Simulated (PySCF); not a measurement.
# Assigning NMR signals

Bonds (- single, = double, # triple, : aromatic): O1=C2, C2-C3, C3:C4, C4:C5, C5:C6, C6:C7, C7:C8, C2-C9, C9-C10, C10-C11, C8:C3, C11-C9. C4 carries H12; C5 carries H13; C6 carries H14; C7 carries H15; C8 carries H16; C9 carries H17; C10 carries H18, H19; C11 carries H20, H21. H18, H21 are cis to C2 on the ring; H19, H20 are trans to C2 on the ring.

Theoretical values (PySCF 2.14.0 with density-fitted response routines): geometry: GFN2-xTB, NMR shieldings at PBE0/pcSseg-1/GIAO. Fast rotation and ring inversion assumed for equivalent nuclei, one computed conformer, no relativistic terms, gas phase.

Shifts are taken against calculated references (same method and geometry level): ¹³C (186.93 ppm) and ¹H (31.72 ppm) vs TMS.

Question: Assign these signals to the numbered atoms. ¹³C{¹H} NMR (computed): δ 209.7 (C), 146.9 (C), 137.4 (CH), 134.0 (CH), 133.6 (CH), 22.1 (CH), 15.0 (CH2).

Answer: 
| δ (ppm) | atoms | environment | reason |
| --- | --- | --- | --- |
| 209.7 | C2 | ketone carbonyl carbon | low-lying n→π* states of the double bond to the heteroatom give a large paramagnetic term (-268 ppm) |
| 146.9 | C3 | substituted aromatic carbon | – |
| 137.4 | C6 | aromatic CH | the aromatic region |
| 134.0 | C4/C8 | aromatic CH | – |
| 133.6 | C5/C7 | aromatic CH | – |
| 22.1 | C9 | three-membered-ring carbon | carbons of three-membered rings are unusually shielded |
| 15.0 | C10/C11 | three-membered-ring carbon | – |

C4/C8 and C5/C7 lie closer than the usual error of such a calculation, so a measured spectrum could show them in the other order.

Question: Assign these signals to the numbered atoms. ¹H NMR (600 MHz, computed): δ 8.11 (d, 2H), 7.80 (m, 1H), 7.76 (m, 2H), 2.40 (m, 1H), 1.34 (m, 2H), 1.02 (m, 2H).

Answer: 
| δ (ppm) | atoms | environment | reason |
| --- | --- | --- | --- |
| 8.11 | H12/H16 | hydrogen on an aromatic CH | ring current plus the deshielding of an ortho carbonyl group |
| 7.80 | H14 | hydrogen on an aromatic CH | – |
| 7.76 | H13/H15 | hydrogen on an aromatic CH | – |
| 2.40 | H17 | hydrogen on a three-membered-ring carbon | – |
| 1.34 | H18/H21 | hydrogen on a three-membered-ring carbon | cyclopropane-type protons are shielded by the ring |
| 1.02 | H19/H20 | hydrogen on a three-membered-ring carbon | – |

H14 and H13/H15 lie closer than the usual error of such a calculation, so a measured spectrum could show them in the other order.

Shifts are as computed. Against solution values, carbons near 30 ppm lie about +3 ppm off and those near 130 ppm about +5 ppm. Of 1211 compounds with measured shifts, 218 miss one by over three times the rms of a fit or turn the order of signals round; such compounds aren't used in these exercises. Multiplicities follow the n + 1 count of equivalent neighbours, as no J values were calculated; m marks all less simple cases, F and P coupling included.
